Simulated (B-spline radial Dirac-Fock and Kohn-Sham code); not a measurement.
Internal conversion coefficients of Yb at 11 keV

Z = 70 (ytterbium), transition energy 11 keV. Model: a Dirac-Hartree-Slater potential of the neutral atom with a Latter tail (no hole, which puts coefficients of high multipoles low close above an edge), finite nucleus with surface currents. Program: a radial finite-basis atomic code. The K shell is not open to conversion at this energy. Subshells that would emit electrons below 1 keV are left out.

```tsv
subshell	electron energy (keV)	E1	E3	E4	E5	M4
L2	1.02	6.31	7.96e+06	1.95e+08	9.98e+08	226000
L3	2.06	10.4	1.18e+07	4.23e+08	5.54e+09	1.31e+10
M1	8.60	0.818	16300	729000	2.50e+07	1.82e+08
M2	8.83	0.981	2.92e+06	3.16e+08	2.23e+10	5.05e+06
M3	9.05	1.66	3.95e+06	4.07e+08	2.71e+10	6.65e+09
M4	9.42	0.612	639000	8.48e+08	2.47e+11	5.59e+07
M5	9.47	0.822	1.00e+06	1.12e+09	3.04e+11	2.16e+09
N1	10.52	0.207	4750	301000	1.60e+07	6.24e+07
N2	10.61	0.217	741000	9.49e+07	8.29e+09	1.87e+06
N3	10.66	0.361	971000	1.15e+08	9.18e+09	1.76e+09
N4	10.81	0.121	151000	2.11e+08	6.83e+10	1.55e+07
N5	10.82	0.161	236000	2.76e+08	8.26e+10	5.31e+08
N6	10.99	0.00522	190	592000	1.87e+09	451000
N7	10.99	0.00645	180	1.03e+06	2.50e+09	462000
total		22.8	3.06e+07	4.03e+09	7.81e+11	2.47e+10
```

Q: For a pure E4 transition, what fraction of decays emits a photon?

A: 1/(1 + α) = 2.48e-10 with the total α = 4.03e+09; the total includes the outer subshells that are not listed.

Values without a named source are computed, but for edge energies of neutral atoms, which are taken from tables.
